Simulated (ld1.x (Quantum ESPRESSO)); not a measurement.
# Logarithmic derivatives: Li (Z = 3), TM

ld1.x (Quantum ESPRESSO) 7.5 input, shortened:

```
&input
   title='Li', zed=3., rel=0, dft='PBE', iswitch=3,
   config='[He] 2s1 2p0 3d-2'
 /
 &inputp
   pseudotype=2, tm=.true., lloc=0,
   nlcc=.false.
 /
3
2P  2  1   0.00   0.00  4.20  4.20  0.0
3D  3  2  -2.00   0.15  4.55  4.55  0.0
2S  1  0   1.00   0.00  1.90  1.90  0.0
 &test
   configts(1)='2s1 2p0'
 /
```

The phase is arctan(r·u′/u) with u = r·R(r), unwrapped; energies in Ry, scanned from -2 to 5 Ry. A pole is an energy at which the radial function vanishes at the test radius. The pseudo phase is shifted by a multiple of π to meet the all-electron one at the reference energy, and phase errors are pseudo minus all-electron; the curves can meet again beyond the range given. Levels narrower than the energy grid can be missing from the lists of poles.

| channel | radius (bohr) | reference energy (Ry) | poles, all-electron | poles, pseudo | unbroken range about the reference energy with phases within 0.05 rad | phase error 1 Ry above the reference energy (rad) |
| --- | --- | --- | --- | --- | --- | --- |
| s | 4.93 | -0.21 | -0.01, 1.59, 4.14 | -0.01, 1.51, 3.59 | below 0.6 | -0.084 |
| p | 4.93 | -0.08 | 0.17, 1.51, 3.73 | 0.18, 1.67, 4.40 | below 0.6 | +0.155 |
| d | 4.93 | 0.15 | 0.88, 2.76 | 0.89, 2.89 | below 1.5 | +0.004 |

Phases in the p channel:

```json
{"E (Ry)": "-2.00", "all-electron": "1.422", "pseudo": "1.422"}
{"E (Ry)": "-1.76", "all-electron": "1.411", "pseudo": "1.412"}
{"E (Ry)": "-1.52", "all-electron": "1.398", "pseudo": "1.398"}
{"E (Ry)": "-1.28", "all-electron": "1.381", "pseudo": "1.381"}
{"E (Ry)": "-1.04", "all-electron": "1.356", "pseudo": "1.356"}
{"E (Ry)": "-0.80", "all-electron": "1.319", "pseudo": "1.319"}
{"E (Ry)": "-0.56", "all-electron": "1.251", "pseudo": "1.252"}
{"E (Ry)": "-0.32", "all-electron": "1.069", "pseudo": "1.069"}
{"E (Ry)": "-0.08", "all-electron": "-0.475", "pseudo": "-0.475"}
{"E (Ry)": "0.16", "all-electron": "-1.554", "pseudo": "-1.551"}
{"E (Ry)": "0.40", "all-electron": "-1.790", "pseudo": "-1.779"}
{"E (Ry)": "0.64", "all-electron": "-2.278", "pseudo": "-2.173"}
{"E (Ry)": "0.88", "all-electron": "-4.148", "pseudo": "-3.938"}
{"E (Ry)": "1.12", "all-electron": "-4.547", "pseudo": "-4.488"}
{"E (Ry)": "1.36", "all-electron": "-4.666", "pseudo": "-4.626"}
{"E (Ry)": "1.60", "all-electron": "-4.737", "pseudo": "-4.697"}
{"E (Ry)": "1.84", "all-electron": "-4.803", "pseudo": "-4.749"}
{"E (Ry)": "2.08", "all-electron": "-4.897", "pseudo": "-4.801"}
{"E (Ry)": "2.32", "all-electron": "-5.149", "pseudo": "-4.870"}
{"E (Ry)": "2.56", "all-electron": "-6.824", "pseudo": "-5.004"}
{"E (Ry)": "2.80", "all-electron": "-7.584", "pseudo": "-5.541"}
{"E (Ry)": "3.04", "all-electron": "-7.725", "pseudo": "-7.252"}
{"E (Ry)": "3.28", "all-electron": "-7.788", "pseudo": "-7.618"}
{"E (Ry)": "3.52", "all-electron": "-7.827", "pseudo": "-7.724"}
{"E (Ry)": "3.76", "all-electron": "-7.858", "pseudo": "-7.778"}
{"E (Ry)": "4.00", "all-electron": "-7.886", "pseudo": "-7.812"}
{"E (Ry)": "4.24", "all-electron": "-7.918", "pseudo": "-7.839"}
{"E (Ry)": "4.48", "all-electron": "-7.960", "pseudo": "-7.861"}
{"E (Ry)": "4.72", "all-electron": "-8.034", "pseudo": "-7.883"}
{"E (Ry)": "4.96", "all-electron": "-8.237", "pseudo": "-7.907"}
```
